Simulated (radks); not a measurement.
Charge is removed step by step from the 3s1/2 level of Ti2+, starting from [Ar] 3d2. All-electron calculation, Dirac Kohn-Sham, PBEsol, spin-unpolarised, spherical densities, finite nucleus; open shells fill j = l - 1/2 first; Fermi nuclear charge, rms radius 3.5921 fm. Program: a radial shooting solver on a logarithmic mesh with Libxc functionals.

removed (e),E - E(0) (eV),eigenvalue (eV),E minus straight line (eV)
0,0.000,-78.297,0.000
0.1,7.915,-80.017,-0.805
0.2,16.004,-81.761,-1.437
0.3,24.268,-83.528,-1.893
0.4,32.710,-85.317,-2.172
0.5,41.332,-87.125,-2.270
0.6,50.136,-88.953,-2.187
0.7,59.124,-90.799,-1.920
0.8,68.297,-92.662,-1.468
0.9,77.657,-94.542,-0.828
1,87.206,-96.438,0.000

Removing the whole electron costs 87.206 eV by Delta-SCF, against 78.297 eV from minus the eigenvalue at the starting occupation. Slater's transition state (half an electron removed) gives 87.125 eV. Integrating minus the eigenvalue over the occupation (Janak's theorem) gives 87.206 eV. The mean slope of the eigenvalue, de/dn, is 18.1 eV per electron.
